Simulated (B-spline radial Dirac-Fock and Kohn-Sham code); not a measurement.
**Width and fluorescence yield of the M2 (3p1/2) hole, Ca to Br**

The computed values come from an atomic code on a B-spline grid: a relativistic independent-particle model: LDA orbitals of the hole state, radiative multipoles to third order, Auger rates from the Coulomb interaction with a continuum orbital, Dirac-Fock energies. Free neutral atoms. Recommended widths: Campbell and Papp (2001); yields: xraylib tables.

| Z | element | Γ (eV) | recommended Γ | ω | Coster-Kronig yield |
| --- | --- | --- | --- | --- | --- |
| 20 | Ca | 3.39e-05 | 1.20 | 0.0358 | 0.000 |
| 21 | Sc | 0.0460 | 1.20 | 8.27e-05 | 1.000 |
| 22 | Ti | 0.180 | 1.20 | 4.33e-05 | 1.000 |
| 23 | V | 0.398 | 1.20 | 3.39e-05 | 1.000 |
| 24 | Cr | 1.03 | 1.20 | 2.39e-05 | 1.000 |
| 25 | Mn | 1.08 | 1.20 | 2.98e-05 | 1.000 |
| 26 | Fe | 1.54 | 1.23 | 3.01e-05 | 1.000 |
| 27 | Co | 2.07 | 1.25 | 3.11e-05 | 1.000 |
| 28 | Ni | 2.69 | 1.30 | 3.26e-05 | 1.000 |
| 29 | Cu | 4.10 | 1.90 | 3.10e-05 | 1.000 |
| 30 | Zn | 4.13 | 2.10 | 3.69e-05 | 1.000 |
| 31 | Ga | 4.13 | 2.25 | 4.28e-05 | 0.999 |
| 32 | Ge | 4.03 | 2.30 | 5.02e-05 | 0.998 |
| 34 | Se | ? | ? | ? | ? |
| 35 | Br | 3.17 | 2.10 | 9.07e-05 | 0.984 |

Problem. What does the model give for Se?

Solution. Γ = 3.59 eV, ω = 7.19e-05, Coster-Kronig yield 0.991; the recommended width is 2.20 eV.
